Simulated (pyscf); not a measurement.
Structures and frequencies: ωB97X-D3(BJ)/def2-SVP in PySCF. MP2 and CC: frozen core, UHF for open shells. ΔMP2 is the change of the MP2 total energy from the triple- to the quadruple-zeta basis.

SMILES: N=[N][GeH3]
```xyz
7

N      0.1988     1.0152     1.0797
N     -0.7130     0.1923     1.1799
Ge    -0.4872    -1.5692     0.4745
H      1.0477     0.6295     0.5882
H      0.9339    -1.6025    -0.1348
H     -0.6404    -2.5588     1.6330
H     -1.5723    -1.7900    -0.5831
```

Q: How much does it cost (ΔH, 298 K, CCSD(T)/def2-TZVPP + ΔMP2(QZVPP)) to split HN=N–GeH₃ at its Ge–N bond into •N=NH + GeH₃•?

A: Ge–N to •N=NH + GeH₃•: 36.8 kcal/mol. The radicals are drawn with the spin at the cut bond; how far it spreads was not checked. HN=N–GeH₃ lies 19.4 kcal/mol over its isomer H₂N–NH–GeH: [singlet], and others may lie lower still (electronic energy, ωB97M-D3(BJ)). The CCSD(T) − MP2 part came from Ansatz, without density fitting, on the same reference. A UHF reference is spin-contaminated (<S²> up to 0.87), which harms MP2 most. The frozen core leaves the outer d or s,p core shells of the metals and heavy elements correlated in the MP2 and CC values, and def2-TZVPP describes them poorly, which can shift differences by a few kcal/mol. Elements up to Kr have no core potential and no relativistic terms here.
